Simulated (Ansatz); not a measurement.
The cluster Ca2O2. Charge 0, multiplicity 5. Geometry PBE0-D4/def2-TZVP.

```xyz
4

Ca   -0.4637   -1.3027    1.3469
Ca    0.3902    1.4042   -1.2657
O     0.5763   -0.7936   -0.6339
O    -0.5029    0.6921    0.5527
```

B3LYP takes the VWN-RPA correlation. At PBE0-D4/def2-TZVP a singlet of charge 0 lies 4.46 eV below the quintet, each at its own geometry. The structure comes from a short search, and lower isomers may exist.

(1) Estimate the α-spin orbital energies around the gap (eV) in Ansatz with r2SCAN-D4/def2-TZVP, r2SCANh-D4/def2-TZVP, B3LYP-D4/def2-TZVP, PBE0-D4/def2-TZVP, ωB97M-V/def2-TZVP.

## Answers

(1) 
```csv
orbital,r2SCAN-D4/def2-TZVP,r2SCANh-D4/def2-TZVP,B3LYP-D4/def2-TZVP,PBE0-D4/def2-TZVP,ωB97M-V/def2-TZVP
HOMO−13,-27.72,-28.61,-28.81,-29.40,-31.89
HOMO−12,-27.71,-28.60,-28.80,-29.39,-31.88
HOMO−11,-27.67,-28.56,-28.77,-29.36,-31.84
HOMO−10,-27.54,-28.44,-28.69,-29.27,-31.79
HOMO−9,-24.66,-25.75,-25.62,-26.41,-28.73
HOMO−8,-23.37,-24.35,-24.30,-24.99,-27.46
HOMO−7,-10.07,-10.96,-11.07,-11.60,-13.82
HOMO−6,-10.05,-10.78,-10.97,-11.54,-13.65
HOMO−5,-8.86,-9.54,-9.92,-10.31,-12.75
HOMO−4,-8.20,-8.78,-9.20,-9.51,-11.96
HOMO−3,-7.92,-8.34,-8.79,-9.00,-11.37
HOMO−2,-7.25,-7.91,-8.19,-8.58,-10.73
HOMO−1,-3.39,-3.62,-3.76,-3.92,-5.20
HOMO,-3.10,-3.32,-3.43,-3.60,-4.81
LUMO,-1.57,-1.36,-1.11,-1.09,0.19
LUMO+1,-1.40,-1.16,-0.89,-0.85,0.49
LUMO+2,-1.24,-0.96,-0.75,-0.71,0.57
LUMO+3,-1.14,-0.92,-0.71,-0.63,0.70
LUMO+4,-1.13,-0.91,-0.68,-0.62,0.91
LUMO+5,-0.87,-0.54,-0.31,-0.17,1.37
β HOMO,-7.12,-7.56,-7.82,-8.14,-10.48
β LUMO,-5.40,-4.61,-4.75,-4.18,-1.79
```
